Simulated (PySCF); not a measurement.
## Worked example: entropy of an ideal gas

ClH2Si, SMILES [SiH2]Cl (connectivity only; charge and spin as stated), charge +1, multiplicity 1.

Geometry optimised at PBE-D3(BJ)/def2-TZVP. The multiplicity is an assumed one; other spin states were not compared. The isomer is the one that the SMILES or the coordinates give; other isomers of the formula were not compared.

PBE-D3(BJ)/def2-TZVP (PySCF) gives the harmonic wavenumbers 597, 653, 661, 900, 2210, 2278 cm⁻¹ and the rotational temperatures 7.0285, 0.3643, 0.3464 K. The molar mass is 65.55 g/mol, the symmetry number 2, the spin multiplicity 1.

**Question.** Work out the entropy at 298.15 K and 1 atm in the rigid-rotor, harmonic-oscillator model.

**Answer.** 
Translation (Sackur–Tetrode at 1 atm): S = R[1.5 ln M + 2.5 ln T − 1.16487] = 160.9 J/(mol K).
Rotation: q = (√π/σ) T^1.5/√(θA θB θC) = 4840, S = R[ln q + 3/2] = 83.0 J/(mol K).
Vibration: with u = 1.4388 ν/T, each mode gives R[u/(e^u − 1) − ln(1 − e^−u)]:
```json
[
 {"ν (cm⁻¹)": "597", "modes": "1", "u": "2.88", "S (J/(mol K))": "1.90"},
 {"ν (cm⁻¹)": "653", "modes": "1", "u": "3.15", "S (J/(mol K))": "1.54"},
 {"ν (cm⁻¹)": "661", "modes": "1", "u": "3.19", "S (J/(mol K))": "1.49"},
 {"ν (cm⁻¹)": "900", "modes": "1", "u": "4.34", "S (J/(mol K))": "0.58"}
]
```
The stiffer modes add less than 0.005 each. Sum 5.5 J/(mol K).
Spin: R ln 1 = 0.0 J/(mol K).
Total 249.5 J/(mol K); the program's own thermochemistry gives 249.5. Translation makes up 65 % and vibration 2 %. Anharmonicity, hindered rotation and orbital degeneracy are left out.
